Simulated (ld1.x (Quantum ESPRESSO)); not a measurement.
# Configuration tests for germanium (Ge) (ultrasoft)

* Element: germanium (Ge)
* Generator: ld1.x (Quantum ESPRESSO) 7.5
* Type: ultrasoft
* Functional: PBE
* Relativity: scalar-relativistic
* Frozen core: [Ne] 3s2
* Valence charge: 20
* Reference configuration: 3p6 3d10 4s2 4p1 (charge +1)
* Partial waves: 4s (bound): rcut 1.50, rcutus 1.60 bohr; 4s channel at 0.8 Ry: rcut 1.50, rcutus 1.60 bohr; 3p (bound): rcut 0.90, rcutus 0.95 bohr; 4p (bound): rcut 0.90, rcutus 0.95 bohr; 3d (bound): rcut 1.20, rcutus 1.40 bohr; 3d channel at -2.35 Ry: rcut 1.20, rcutus 1.40 bohr
* Local potential: all-electron potential smoothed inside 1.00 bohr (lloc = -1)
* Core correction: a·sin(br)/r model core, default radius (core density twice the valence density)
* Augmentation charge: PSQ, radius 1.00 bohr

Energies are relative to the spin-unpolarised reference configuration 3p6 3d10 4s2 4p1; without spin polarisation the order of configurations can differ from experiment.

```tsv
valence configuration	charge	ΔE all-electron (eV)	error AE − PS (meV)
3p6 3d10 4s2 4p2	0	-7.444	+0.2
3p6 3d10 4s2 4p0	+2	15.439	-2.7
3p6 3d10 4s1 4p0	+3	50.230	-4.3
3p6 3d10 4s2 4p2.3	-0.3	-8.328	0.0
3p6 3d9 4s2 4p2	+1	31.242	-40
3p5 3d10 4s2 4p2	+1	118.238	-83
```

Problem. What are ΔE and the potential's error for 3p6 3d10 4s1 4p3?

Solution. ΔE = 0.528 eV all-electron; the error (AE − PS) is -5.4 meV.

Levels in the configuration 3p5 3d10 4s2 4p2:

```csv
level,all-electron (eV),pseudo (eV)
3p,-136.414,-136.481
3d,-49.271,-49.383
4s,-22.807,-22.829
4p,-13.209,-13.203
```

Note: ghost state, extra bound levels that the all-electron valence spectrum of the same l lacks: s at -96.1 eV. A true bound ghost makes a file unfit for plane-wave use.
